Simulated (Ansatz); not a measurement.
Geometry optimisation, Ansatz, RKS PBE0/def2-SVP.

input.yaml

```yaml
crystal:
  periodic: [false, false, false]
  atoms:
    - { symbol: C, position_ang: [0.34658, 1.19124, -0.67682] }
    - { symbol: B, position_ang: [0.52595, -0.30492, -0.28712] }
    - { symbol: F, position_ang: [1.49699, -1.03829, -0.75604] }
    - { symbol: Si, position_ang: [-0.71796, -1.28386, 0.98566] }
    - { symbol: H, position_ang: [0.37854, 1.84756, 0.19546] }
    - { symbol: H, position_ang: [1.105, 1.53738, -1.37578] }
    - { symbol: H, position_ang: [-0.63002, 1.38574, -1.1248] }
    - { symbol: H, position_ang: [-0.63656, -2.6892, 1.40313] }
    - { symbol: H, position_ang: [-0.10382, 0.67284, -0.15954] }
total_charge: 1
basis:
  gaussian: { orbitals: def2-SVP }
hamiltonian:
  xc: pbe0
relax:
  f_tol: 0.02
  max_steps: 50
```

Run as:

```bash
$ ansatz run input.yaml --threads 2 --pin off --max-ram 3072MiB --backend cpu --events-out ev --progress --plain --runs-dir out
```

Question: Where does it end, and by what steps?

Answer: It converged. Limits of this set-up: the dipole of an ion depends on the origin. After 26 steps the energy has fallen by 5.647 eV; H9 moved furthest, 1.16 Å. The start is strongly strained (largest force component 13 eV/Å), so its close contacts needn't be bonds. Parted: C1–B2, B2–H9.

| step | energy less start (eV) | largest force component (eV/Å) | accepted |
| --- | --- | --- | --- |
| 0 | 0.0000 | 13.313 | yes |
| 1 | -3.2049 | 4.627 | yes |
| 2 | -4.1358 | 2.622 | yes |
| 3 | -4.6101 | 2.230 | yes |
| 4 | -4.9564 | 1.359 | yes |
| 5 | -5.2119 | 0.731 | yes |
| 6 | -5.3485 | 0.674 | yes |
| 7 | -5.4157 | 0.781 | yes |
| 8 | -5.4934 | 0.412 | yes |
| 9 | -5.4783 | 1.308 | no |
| 10 | -5.5267 | 0.150 | yes |
| 11 | -5.5445 | 0.106 | yes |
| 12 | -5.5531 | 0.274 | yes |
| 13 | -5.5631 | 0.219 | yes |
| 14 | -5.5748 | 0.357 | yes |
| 15 | -5.5738 | 0.790 | no |
| 16 | -5.5923 | 0.186 | yes |
| 17 | -5.6079 | 0.156 | yes |
| 18 | -5.6146 | 0.554 | yes |
| 19 | -5.6193 | 0.521 | yes |
| 20 | -5.6379 | 0.209 | yes |
| 21 | -5.6437 | 0.259 | yes |
| 22 | -5.6458 | 0.135 | yes |
| 23 | -5.6468 | 0.043 | yes |
| 24 | -5.6470 | 0.046 | yes |
| 25 | -5.6472 | 0.021 | yes |
| 26 | -5.6473 | 0.012 | yes |

```xyz
9
Properties=species:S:1:pos:R:3
C 0.117 1.134 -0.842
B 0.757 -0.455 0.262
F 1.951 -0.636 -0.140
Si -0.503 -1.187 1.730
H 0.608 1.330 0.142
H 0.782 1.544 -1.615
H -0.865 1.623 -0.786
H -0.978 -2.111 0.603
H -0.105 0.077 -1.150
```

The run took 2 min on 2 threads of Intel(R) Xeon(R) Platinum 8259CL CPU @ 2.50GHz (Skylake/Cascade Lake) (shared host), peak memory 0.19 GiB.
